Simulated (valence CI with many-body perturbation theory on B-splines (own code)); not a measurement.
# Level structure of Tm LXIV

Calculated by configuration interaction combined with many-body perturbation theory (CI+MBPT): four valence electrons over a frozen Dirac-Fock core [He], radial functions for each j: 9 s, 9 p, 8 d, 6 f, 3 g, 1 h, with the one-electron correlation potential Σ1 (screened to all orders), the two-electron term Σ2, the three-electron term Σ3, Breit, model QED; selected single and double excitations, second order for the rest, scaled by the run's own slope (own B-spline code, finite nucleus).

No measured spectrum was set against this ion. As an estimate, large intervals hold to a few tenths of a per cent, small ones and those within an open d or f shell to about a per cent.

Levels 1 to 40 of 40, with energies above the lowest level, (2s^2 2p1/2^2) J=0. "Leading %" is the weight of the configuration and term that name the level; weights of strongly mixed levels are sums over their largest components and can fall short, so below about 35 % the name and the second component can differ from the true leading terms, or belong to a minority configuration. In the jj column 3d3/2^4 stands for four electrons in 3d with j = 3/2.

```csv
No.,Configuration,Term,J,E (eV),Leading %,Leading jj,g,Second component
1,2s²2p²,³P,0,0.0,69,2s^2 2p1/2^2 (100 %),,31 % 2s²2p² ¹S
2,2s²2p²,³P,1,1021.3,100,2s^2 2p1/2 2p3/2 (100 %),1.473,
3,2s²2p²,¹D,2,1039.3,65,2s^2 2p1/2 2p3/2 (100 %),1.141,35 % 2s²2p² ³P
4,2s2p³,³P°,2,1291.1,48,2s 2p1/2^2 2p3/2 (100 %),1.505,27 % 2s2p³ ⁵S°
5,2s2p³,³D°,1,1371.8,31,2s 2p1/2^2 2p3/2 (100 %),1.110,30 % 2s2p³ ¹P°
6,2s²2p²,³P,2,2080.9,64,2s^2 2p3/2^2 (99 %),1.294,35 % 2s²2p² ¹D
7,2s²2p²,¹S,0,2137.9,68,2s^2 2p3/2^2 (99 %),,31 % 2s²2p² ³P
8,2s2p³,⁵S°,2,2286.3,50,2s 2p1/2 2p3/2^2 (100 %),1.549,46 % 2s2p³ ³D°
9,2s2p³,³D°,3,2329.1,100,2s 2p1/2 2p3/2^2 (100 %),1.299,
10,2s2p³,³P°,0,2384.6,100,2s 2p1/2 2p3/2^2 (100 %),,
11,2s2p³,³S°,1,2405.4,52,2s 2p1/2 2p3/2^2 (100 %),1.300,43 % 2s2p³ ³D°
12,2s2p³,¹D°,2,2415.1,74,2s 2p1/2 2p3/2^2 (100 %),1.051,21 % 2s2p³ ³D°
13,2s2p³,³P°,1,2419.0,62,2s 2p1/2 2p3/2^2 (100 %),1.304,33 % 2s2p³ ¹P°
14,2p⁴,³P,2,2700.9,68,2p1/2^2 2p3/2^2 (99 %),1.311,31 % 2p⁴ ¹D
15,2p⁴,¹S,0,2760.9,64,2p1/2^2 2p3/2^2 (99 %),,36 % 2p⁴ ³P
16,2s2p³,³P°,2,3402.3,51,2s 2p3/2^3 (100 %),1.433,18 % 2s2p³ ⁵S°
17,2s2p³,¹P°,1,3480.9,37,2s 2p3/2^3 (100 %),1.163,24 % 2s2p³ ³D°
18,2p⁴,³P,1,3736.2,100,2p1/2 2p3/2^3 (100 %),1.473,
19,2p⁴,¹D,2,3754.5,68,2p1/2 2p3/2^3 (100 %),1.125,32 % 2p⁴ ³P
20,2p⁴,³P,0,4821.5,64,2p3/2^4 (100 %),,36 % 2p⁴ ¹S
21,2s²2p3s,³P°,0,8833.7,99,2s^2 2p1/2 3s (99 %),,
22,2s²2p3s,³P°,1,8837.2,67,2s^2 2p1/2 3s (100 %),1.306,33 % 2s²2p3s ¹P°
23,2s²2p3p,³D,1,8913.6,74,2s^2 2p1/2 3p1/2 (100 %),0.638,22 % 2s²2p3p ¹P
24,2s²2p3p,³P,0,8956.7,67,2s^2 2p1/2 3p1/2 (99 %),,32 % 2s²2p3p ¹S
25,2s2p²3s,⁵P,1,9078.1,42,2s 2p1/2^2 3s (98 %),2.009,30 % 2s2p²3s ³S
26,2s2p²3s,³P,0,9113.9,68,2s 2p1/2^2 3s (99 %),,31 % 2s2p²3s ¹S
27,2s2p²3p,³P°,1,9166.0,33,2s 2p1/2^2 3p1/2 (99 %),1.351,21 % 2s2p²3p ⁵D°
28,2s2p²3p,³P°,0,9166.7,51,2s 2p1/2^2 3p1/2 (99 %),,42 % 2s2p²3p ⁵D°
29,2s²2p3p,³D,2,9236.6,52,2s^2 2p1/2 3p3/2 (100 %),1.148,31 % 2s²2p3p ¹D
30,2s²2p3p,³P,1,9238.2,48,2s^2 2p1/2 3p3/2 (98 %),1.504,30 % 2s²2p3p ³S
31,2s²2p3d,³F°,2,9297.0,75,2s^2 2p1/2 3d3/2 (100 %),0.745,20 % 2s²2p3d ¹D°
32,2s²2p3d,³D°,1,9322.4,50,2s^2 2p1/2 3d3/2 (99 %),0.829,32 % 2s²2p3d ¹P°
33,2s²2p3d,³P°,2,9391.5,47,2s^2 2p1/2 3d5/2 (98 %),1.282,35 % 2s²2p3d ³D°
34,2s²2p3d,³F°,3,9395.5,46,2s^2 2p1/2 3d5/2 (100 %),1.095,32 % 2s²2p3d ¹F°
35,2s2p²3p,³P°,2,9484.2,35,2s 2p1/2^2 3p3/2 (98 %),1.502,19 % 2s2p²3p ⁵P°
36,2s2p²3p,³D°,1,9489.1,31,2s 2p1/2^2 3p3/2 (99 %),1.133,21 % 2s2p²3p ¹P°
37,2s2p²3d,³D,1,9543.8,46,2s 2p1/2^2 3d3/2 (99 %),0.466,36 % 2s2p²3d ⁵F
38,2s2p²3d,³D,2,9549.6,31,2s 2p1/2^2 3d3/2 (98 %),1.118,17 % 2s2p²3d ⁵F
39,2s2p²3d,³D,3,9635.6,37,2s 2p1/2^2 3d5/2 (99 %),1.333,17 % 2s2p²3d ⁵D
40,2s2p²3d,³F,2,9652.4,28,2s 2p1/2^2 3d5/2 (98 %),1.027,22 % 2s2p²3d ¹D
```

The ionisation energy to 2s²2p ²P°1/2 of the next ion comes out as 15665 eV (NIST: 15663 ± 19 eV (theoretical)). All 40 levels together are meant to be complete up to 9668.9 eV.
